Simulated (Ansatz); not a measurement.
Frontier orbitals of `C[BH][GeH3]`.

Z-matrix (Å, degrees):
```
C
B 1 1.548
H 1 1.106 2 102.9
H 1 1.093 2 114.7 3 113.8
H 1 1.091 2 116.2 3 -115.3
Ge 2 2.066 1 123.5 3 93.8
H 2 1.200 1 119.3 3 -83.2
H 6 1.542 2 112.1 1 -127.5
H 6 1.544 2 109.4 1 114.7
H 6 1.542 2 113.8 1 -5.0
```

Charge 0, multiplicity 1. Correlated methods include outer-core shells of Ge, which these sets cover unevenly. Scalar relativity is left out up to krypton. The geometry is a stationary point of PBE0-D4/def2-TZVP. Basis def2-TZVPP, Ansatz.

| functional | HOMO (eV) | LUMO (eV) | gap (eV) |
| --- | --- | --- | --- |
| PBE | -6.66 | -2.73 | 3.93 |
| BLYP | -6.56 | -2.57 | 3.99 |
| PBE0 | -7.84 | -1.76 | 6.08 |
| HSE06 (plane-wave form) | -7.44 | -2.14 | 5.30 |
| ωB97M-V | -9.99 | 0.20 | 10.19 |
| HF | -10.65 | 1.74 | 12.39 |

From PBE to PBE0 the HOMO moves by −1.18 eV and the LUMO by +0.98 eV, and with ωB97M-V by −3.33 and +2.94 eV, so the gap grows from 3.93 to 10.19 eV with exact exchange. A positive LUMO is unbound and depends on the basis.
